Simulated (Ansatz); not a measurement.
# Telling isomers of CH6F2SiSn apart by their spectra

These gas-phase data were calculated for one isomer of CH6F2SiSn at PBE0-D3(BJ)/def2-SVP (harmonic, unscaled wavenumbers; equilibrium rotational constants with average atomic masses):

```
rotational constants            : 3.434, 1.063, 1.046 GHz
all wavenumbers above 1500 cm⁻¹ : 3199, 3198, 3078, 2257, 1927, 1922
```

Candidates:

(1) `[CH3][SnH2][SiH](F)F`, a singlet
(2) `C[Si](F)(F)[SnH3]`, a singlet
(3) `F[SiH](F)[CH2][SnH3]`, a singlet

**Question.** Which structure fits?

**Answer.** Candidate (1). The band at 2257 cm⁻¹ lies where the Si–H stretch is expected; (2) has no mode between 2000 and 2380 cm⁻¹. 2 modes lie between 1650 and 2000 cm⁻¹, one for each Sn–H bond, while (3) has 3.

The same quantities for all candidates:

```
     rotational constants (GHz)         wavenumbers above 1500 cm⁻¹  E above the lowest, PBE0-D3(BJ)/def2-SVP (kcal/mol)
(1)         3.434, 1.063, 1.046  3199, 3198, 3078, 2257, 1927, 1922                                                  9.8
(2)       3.489, 0.9889, 0.9768  3174, 3171, 3061, 1946, 1936, 1932                                                  0.0
(3)       5.917, 0.8011, 0.7377  3166, 3092, 2306, 1960, 1944, 1939                                                  8.5
```

Harmonic stretches to hydrogen usually lie a few per cent above observed fundamentals. Each candidate is one conformer. Atoms past krypton carry core potentials. Programs: Ansatz 0.2.0.
